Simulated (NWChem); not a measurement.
System: ZnHSBr; SMILES [Br][Zn][SH]

```xyz
4

Zn     0.0156     0.5040     0.0000
Br     0.0046    -1.7336     0.0000
S      0.0423     2.6753     0.0000
H     -1.3087     2.7486     0.0000
```
Atoms are numbered in this order, from 1.

Program: NWChem. Structure relaxed at the PBE0/def2-SVP level. Ions are spin-unrestricted doublets at the neutral geometry; other ion states weren't tried.

### Question
Estimate the computed values for PBE0/def2-SVP. Quantities: vertical ionisation energy, ΔSCF (eV); −ε(HOMO) (eV).

### Answer
vertical ionisation energy, ΔSCF (eV): 9.71
−ε(HOMO) (eV): 7.41
